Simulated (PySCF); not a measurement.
1,1-difluorobut-2-yne (C₄H₄F₂), SMILES C(F)(F)C#CC. Heavy atoms are numbered as in [CH3:1][C:2]#[C:3][CH:4]([F:5])[F:6]. Hydrogens are named by the atom that carries them.

Coordinates come from a r2SCAN-D4/def2-SVP optimisation.

These are PBE/pcSseg-1 in PySCF values and carry that method's errors.

GIAO shieldings, no solvent; atoms alike by connectivity are averaged. δ = σ(ref) − σ: ¹³C against TMS (σ = 182.0 ppm); ¹⁹F against CFCl3 (σ = 133.6 ppm); ¹H against TMS (σ = 31.49 ppm), references at their B3LYP-D3(BJ)/def2-TZVP geometries, non-relativistic.

| nucleus | atoms | count | δ (ppm) |
|---|---|---|---|
| ¹³C | C4 (CH) | 1 | 115.3 |
| ¹³C | C2 | 1 | 92.1 |
| ¹³C | C3 | 1 | 79.0 |
| ¹³C | C1 (CH3) | 1 | 6.8 |
| ¹⁹F | F5 | 2 | -141.6 |
| ¹H | H on C4 | 1 | 6.82 |
| ¹H | H on C1 | 3 | 2.32 |
